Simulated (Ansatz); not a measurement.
`C[NH][AlH2]` + `O=CO[SiH3]` → `C[NH][AlH][O][SiH3]` + `C=O`  (formal exchange of groups at the Al–H bond)

Isolated molecules relaxed with PBE0-D4/def2-TZVP in Ansatz; ΔE leaves out vibrations. CCSD(T)/CBS is the MP2 limit (def2-TZVPP, def2-QZVPP) plus CCSD(T) − MP2 in def2-TZVPP, frozen cores. This one scheme is used for every species. Functionals use def2-TZVPP. Each species was taken in one conformer, which may not be the lowest.

CCSD(T)/CBS gives -134.7 kJ/mol.

**Question.** Another level gave -118.0 kJ/mol. Which?
A. PBE-D4/def2-TZVPP
B. r2SCAN/def2-TZVPP
C. ωB97M-V/def2-TZVPP
D. SCS-MP2/def2-TZVPP

**Answer.** B. r2SCAN -118.0, ωB97M-V -124.1, SCS-MP2/def2-TZVPP -137.0, PBE-D4 -106.8 kJ/mol.

Largest T1 diagnostic among the species: 0.016.

In def2-TZVPP, CCSD(T) changes the Hartree–Fock value by +7.1 kJ/mol (the triples alone add +4.5 kJ/mol) and MP2 by +4.0 kJ/mol. From PBE to PBE0 (25 % exact exchange), in def2-TZVPP and without D4, ΔE moves by −8.8 kJ/mol.
